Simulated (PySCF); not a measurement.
Question: Give a PBE0-D3(BJ)/def2-SVP geometry of `[CH3][AlH2-][AsH3+]`.

Answer: 
```xyz
11
CH8AlAs angstrom
C     -1.8159    0.3162    0.1896
Al    -0.4801   -0.9973   -0.4313
As     1.7536    0.3188    0.0791
H     -2.8294   -0.1096    0.0839
H     -1.8038    1.2521   -0.3930
H     -1.6961    0.5759    1.2547
H     -0.1921   -1.1522   -2.0026
H     -0.1096   -2.2441    0.5094
H      2.0509    0.7868    1.4860
H      3.0682   -0.3842   -0.1649
H      2.0927    1.6117   -0.6267
```

Orientation and origin are arbitrary. Atoms count from 1 in this order. Al2 (aluminium bonded to As, C and 2 H) has angles from 94.5° to 119.6°. As3 (arsenic bonded to Al and 3 H) is distorted tetrahedral (angles from 97.1° to 121.7°).

Bonds between heavy atoms (Å): C1–Al2 1.974, Al2–As3 2.642.

The calculation used PySCF, PBE0-D3(BJ)/def2-SVP geometry optimisation, gas phase.

Point group: near Cs, missed by 0.17 Å at most; the miss may be what the optimiser left on a soft mode. PBE0-D3(BJ)/def2-SVP frequencies: not computed here.

On one thread of an Arm Neoverse V1, on a shared host, this took 74 s of wall time and 0.42 GiB of memory at its peak. This is the geometry optimisation.
